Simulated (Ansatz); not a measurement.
`CS[Si](F)(F)Cl` + HCl → `F[Si](F)(Cl)Cl` + CH₃SH at 400 K and 1 bar (ligand exchange at the Si–S bond).

Isolated molecules relaxed with PBE0-D4/def2-TZVP in Ansatz; ΔE leaves out vibrations. CCSD(T)/CBS adds triple-zeta CCSD(T) − MP2 to the extrapolated MP2 energy (def2 sets, frozen cores). This one scheme is used for every species. One conformer a species, not always the lowest.

```json
{"species": "`CS[Si](F)(F)Cl`", "CCSD(T)/CBS energy (Eh)": "-1386.30078", "H − E (kJ/mol)": "161.9", "S (J/(mol·K))": "417.9"}
{"species": "HCl", "CCSD(T)/CBS energy (Eh)": "-460.38127", "H − E (kJ/mol)": "29.6", "S (J/(mol·K))": "195.4"}
{"species": "`F[Si](F)(Cl)Cl`", "CCSD(T)/CBS energy (Eh)": "-1408.46553", "H − E (kJ/mol)": "52.4", "S (J/(mol·K))": "348.2"}
{"species": "CH₃SH", "CCSD(T)/CBS energy (Eh)": "-438.22835", "H − E (kJ/mol)": "138.7", "S (J/(mol·K))": "269.4"}
```

H − E and S are ideal-gas, rigid-rotor, harmonic terms from PBE0-D4/def2-TZVP, for one conformer and one mirror image of each species. 1 Eh = 2625.50 kJ/mol, R = 8.31446 J/(mol·K).

Question: By hand: ΔE, ΔH, ΔS and ΔG.

Answer: ΔE = (-1408.46553) + (-438.22835) − (-1386.30078) − (-460.38127) = -0.01183 Eh = -31.1 kJ/mol. Δ(H − E) = 52.4 + 138.7 − 161.9 − 29.6 = -0.4, so ΔH = -31.5 kJ/mol. ΔS = 348.2 + 269.4 − 417.9 − 195.4 = 4.3 J/(mol·K). ΔG = -31.5 − 400 × (4.3)/1000 = -33.2 kJ/mol.

Question: By hand: the equilibrium constant, and the temperature at which ΔG would vanish if ΔH and ΔS stayed fixed.

Answer: log₁₀ K = −ΔG/(RT ln 10) = 4.3. ΔH and −TΔS have one sign here, so there is no such temperature. One of them is within its doubt of zero, so this could turn.

The number of gas molecules stays the same, so ΔS is small and ΔH decides. A doubt of 5 kJ/mol in ΔE shifts log₁₀ K by 0.7 here. Other conformers and mirror images would add mixing entropy, several J/(mol·K) or more a flexible species. Modes under 60 cm⁻¹, often nearly free rotors, make the harmonic entropy too high. These are equilibria of isolated gas molecules and say nothing of rates. Largest T1 diagnostic: 0.011 (customary marks: 0.02 for closed shells, 0.045 for open ones).
